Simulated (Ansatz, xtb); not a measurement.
Relative energy of two structures of AlGeH7N+

Structure I is a singlet given by its coordinates and structure II is a singlet given by its coordinates. Both are isolated ions in the gas phase, relaxed with B3LYP-D3(BJ)/def2-SVP.

I (Å):

```xyz
10

Al   -0.1421   -1.9883   -0.5646
Ge    1.1599    0.0240    0.0478
N    -1.3731   -1.6774   -2.1589
H    -1.1686   -2.3315   -2.9282
H    -1.3428   -0.7341   -2.5664
H    -2.3586   -1.8572   -1.9180
H    -0.4286   -3.4891   -0.2058
H     2.2186   -0.3591    1.0878
H     1.8018    0.5628   -1.2436
H     0.1649    1.0564    0.6072
```

Close contacts (Å): Al1–Ge2 2.47, Al1–N3 2.04, Al1–H7 1.57, Ge2–H8 1.53, Ge2–H9 1.54, Ge2–H10 1.54, N3–H4 1.03, N3–H5 1.03, N3–H6 1.03.

II (Å):

| atom | x (Å) | y (Å) | z (Å) |
| --- | --- | --- | --- |
| Al | -1.5864 | -1.2436 | -2.1503 |
| Ge | 1.1568 | -0.4332 | -0.3380 |
| N | -0.3558 | -1.7029 | -0.7001 |
| H | -1.0752 | -1.8205 | -3.5080 |
| H | 0.4140 | 0.8622 | -0.0110 |
| H | -2.7609 | -0.3641 | -1.6169 |
| H | -0.8671 | -1.8020 | 0.1873 |
| H | 0.0748 | -2.6215 | -0.8715 |
| H | 1.8972 | -0.4303 | -1.6753 |
| H | 1.8965 | -1.0853 | 0.8277 |

Close contacts (Å): Al1–N3 1.96, Ge2–N3 2.01, Al1–H4 1.56, Al1–H6 1.56, Ge2–H5 1.53, Ge2–H9 1.53, Ge2–H10 1.53, N3–H7 1.03, N3–H8 1.03.

Q: Estimate E(II) − E(I) at the level CCSD(T)/def2-TZVP.

A: Calculated at CCSD(T)/def2-TZVP: E(II) − E(I) = +2.8 kcal/mol, so structure I lies lower.

How the difference moves with the method:

| level | geometry | E(II) − E(I) (kcal/mol) | departure from the last row (kcal/mol) | job, with rough time for the two |
| --- | --- | --- | --- | --- |
| GFN2-xTB | GFN2-xTB | −5.8 | −8.6 | optimisation, 0.27 s |
| HF/STO-3G | GFN2-xTB | −4.6 | −7.4 | single point, 0.36 s |
| r2SCAN-D4/def2-SVP | GFN2-xTB | +4.3 | +1.6 | single point, 3.6 s |
| B3LYP-D3(BJ)/def2-SVP | B3LYP-D3(BJ)/def2-SVP | +3.7 | +1.0 | optimisation, 2.4 min |
| HF/def2-TZVP | B3LYP-D3(BJ)/def2-SVP | +0.6 | −2.1 | part of the CCSD(T) run |
| MP2/def2-TZVP | B3LYP-D3(BJ)/def2-SVP | +1.5 | −1.2 | part of the CCSD(T) run |
| CCSD(T)/def2-TZVP | B3LYP-D3(BJ)/def2-SVP | +2.8 |  | single point, 62 s |

GFN2-xTB, HF/STO-3G put the two in the other order. The largest departure from CCSD(T)/def2-TZVP is that of GFN2-xTB, 8.6 kcal/mol. A small imaginary or near-zero mode remains, so no thermal terms are given.

The correlated steps freeze 15 core orbitals; the filled d shell of Ge is correlated, in a basis made for valence electrons. Run with Ansatz 0.2.0, xtb 6.7.1; the last row on 2 threads of Arm Neoverse V1 on a shared host.
